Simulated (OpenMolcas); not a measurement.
## Ne⁵⁺: the spin-orbit constant, worked from levels

```
Program             : OpenMolcas 26.06
Basis               : ANO-RCC-VQZP [5s4p3d2f1g]
Scalar Hamiltonian  : DKH2, point nucleus
Active space        : 3 electrons in 9 orbitals (RAS2 2s 2p; RAS3 3d, at most 2 electrons)
State averaging     : 2S+1 = 4 odd, 1 root; 2S+1 = 2 odd, 11 roots (3 in the spin-orbit step); 2S+1 = 4 even, 3 roots; 2S+1 = 2 even, 9 roots
Spin-orbit coupling : RASSI with atomic mean-field integrals over the reference wave functions, term energies averaged over their components
```

Methods: RASSCF; SS-RASPT2, IPEA 0.25 Eh, imaginary shift 0.1 Eh (closed shells correlated: 1s). Measured levels: NIST levels in Podobedova, Fuhr, Reader and Wiese, J. Phys. Chem. Ref. Data 33, 525 (2004).

**The spin-orbit constant.** For the Hund term ²P° of p1, E(J) = (A/2) J(J+1) + constant and ζ = 2S·A = A. From J = 1/2 to J = 3/2 the energy changes by 1.5 A.

```
   Source  E(3/2) - E(1/2)      A    ζ
   RASSCF           1204.3  802.9  803
SS-RASPT2           1204.3  802.9  803
 measured           1310.0  873.3  873
```

All in cm-1. SS-RASPT2 is off by -8.1 % and RASSCF by -8.1 %. Both methods take the spin-orbit matrix elements from the reference wave functions, so the second can move ζ only through the term energies and any multistate remixing.

Active for correlation alone: 3d; no level in the range computed is led by a configuration that fills it, so any true level of that kind is missing. Computed and measured levels are paired by configuration, term and J; levels that our copy of the source lacks, or whose pairing is in doubt (as where it misses far off the trend of its configuration), stay unpaired and out of the deviations. Only configurations of the active space appear.

° marks odd parity.
